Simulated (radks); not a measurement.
Q: Calculated with a radial shooting solver on a logarithmic mesh with Libxc functionals: scalar-relativistic Kohn-Sham, LDA (Slater exchange, Perdew-Wang correlation), spin-polarised, spherical densities, finite nucleus; open shells are filled with parallel spins first (spin-orbit coupling, left out, can overturn this in heavy ions); Fermi nuclear charge, rms radius of each element as measured or else 0.836 A^(1/3) + 0.57 fm. Response by self-consistent Sternheimer equations with the Hartree and adiabatic LDA kernel, the relativistic mass of each level held fixed and spin-orbit coupling left out. For heavy and open-shell atoms this level of theory can miss by tens of per cent. Estimate the static dipole polarisabilities of V+ ([Ar] 3d4) and Hg ([Hg]) and the C6 coefficients of the three pairs.

A: alpha = 18.22 and 33.77 bohr^3; C6 = 69.46 (V+-V+), 150.3 (V+-Hg), 328.1 (Hg-Hg) hartree bohr^6.
